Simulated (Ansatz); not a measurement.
System: CH5GaO, charge 0, singlet. CH5GaO (SMILES [O]([GaH2])C).
B3LYP-D3(BJ)/def2-TZVP minimum from Ansatz (a program for electronic structure):
```
O
C 1 1.4127
H 2 1.0944 1 109.74
H 2 1.0944 3 108.07 1 -119.64
H 2 1.0973 3 108.09 4 -116.76
Ga 1 1.7920 2 124.52 3 120.69
H 6 1.5554 1 113.56 2 -180.00
H 6 1.5656 7 130.54 1 180.00
```

Atomisation energy term by term, kcal/mol (programs: Ansatz). Radicals and triplets start from unrestricted determinants; spin-orbit coupling is neglected. Correlated methods leave the cores frozen (noble-gas shells, and filled d and f shells in the p block). No relativity. CBS(X,Y): correlation extrapolated as X^-3, Hartree-Fock from the larger set. A bracket is a step between two methods taken in the basis named. Where a partner has so few electrons that a lower coupled-cluster level is exact, that level stands in.

```json
[
 {"term": "Hartree-Fock", "basis": "cc-pVQZ", "kcal/mol": "444.01"},
 {"term": "CCSD correlation", "basis": "CBS(cc-pVTZ,cc-pVQZ)", "kcal/mol": "161.10"},
 {"term": "(T)", "basis": "CBS(cc-pVTZ,cc-pVQZ)", "kcal/mol": "9.09"},
 {"term": "CCSDT(Q) - CCSD(T)", "basis": "cc-pVDZ", "kcal/mol": "0.65"},
 {"term": "sum: De", "basis": "", "kcal/mol": "614.8"}
]
```
